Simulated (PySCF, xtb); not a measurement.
TeF₃, SMILES F[Te+](F)F, charge +1.

Geometry: B3LYP-D3(BJ)/def2-SVP. The spin state was assumed, not searched. The isomer is the one that the SMILES or the coordinates give; other isomers of the formula were not compared. The def2 effective core potentials stand for the cores of Te; spin–orbit coupling is left out.

Level of theory: PySCF with C-PCM-PBE0/def2-SVP.

The values are the electrostatic part of the solvation free energy, E(continuum) − E(gas) at the gas-phase geometry, in a cavity of scaled van der Waals radii (PySCF's table); cavitation and dispersion terms are not included. In vacuum the orbital gap is 8.25 eV.

```tsv
solvent	ε	ΔG(elec) (kcal/mol)	gap (eV)
water	78.36	-72.7	8.51
ethanol	24.85	-70.6	8.50
N,N-dimethylformamide	37.22	-71.6	8.51
```

For comparison, GFN2-xTB/ALPB(water) (xtb, at the GFN2-xTB geometry, all terms of that model) gives -55.8 kcal/mol.
